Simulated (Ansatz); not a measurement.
```yaml
atoms:
  - { symbol: Li, position_ang: [-0.8514, -0.8471, -0.8588] }
  - { symbol: F, position_ang: [-0.9472, -0.9395, 0.9466] }
  - { symbol: F, position_ang: [-0.9413, 0.9542, -0.9453] }
  - { symbol: Li, position_ang: [-0.8598, 0.8580, 0.8469] }
  - { symbol: F, position_ang: [0.9467, -0.9418, -0.9425] }
  - { symbol: Li, position_ang: [0.8508, -0.8606, 0.8484] }
  - { symbol: Li, position_ang: [0.8559, 0.8512, -0.8646] }
  - { symbol: F, position_ang: [0.9525, 0.9504, 0.9583] }
```

Basis set: cc-pVDZ (spherical functions). Frozen core: 4 orbitals. Charge 0, multiplicity 1.

Computed with Ansatz (development build ahead of 0.2.0); each method stands on the lowest determinant of its kind that the runs found. Restricted open shells among the atoms or ions are ROHF, correlated in semicanonical orbitals with singles.

The atomization energy at this shape (free ground-state atoms in the same class of orbitals less the molecule, no zero-point energy) of singlet Li₄F₄:

```
 method  atomization energy
RHF-MP2            31.15 eV
```

What does RHF give?

24.12 eV.
